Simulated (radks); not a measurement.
Values are calculated unless marked as measured or tabulated.
Isoelectronic series with 36 electrons, all held in the configuration [Kr], which need not be the ground one along the series. Code: a radial shooting solver on a logarithmic mesh with Libxc functionals. Model: scalar-relativistic Kohn-Sham, r2SCAN, spin-polarised, spherical densities, finite nucleus; meta-GGA in the generalised Kohn-Sham scheme; Fermi nuclear charge, rms radius of each element as measured or else 0.836 A^(1/3) + 0.57 fm. Total energies (hartree) and mean radii <r> (bohr):

ion   E (hartree)      4p      4s      3d      3p
Kr    -2790.72841   1.935   1.581  0.5557  0.5398
Rb+   -2981.53234   1.709   1.460  0.5253  0.5180
Sr2+  -3179.38377   1.545   1.357  0.4982  0.4977
Zr4+  -3596.25774   1.314   1.193  0.4521  0.4612
Nb5+  -3815.31150   1.227   1.126  0.4322  0.4448
Mo6+  -4041.47129   1.153   1.067  0.4141  0.4294
Tc7+  -4274.76542   1.088   1.014  0.3975  0.4150
Ru8+  -4515.21805   1.031  0.9671  0.3823  0.4014
Rh9+  -4762.86302  0.9808  0.9243  0.3682  0.3887
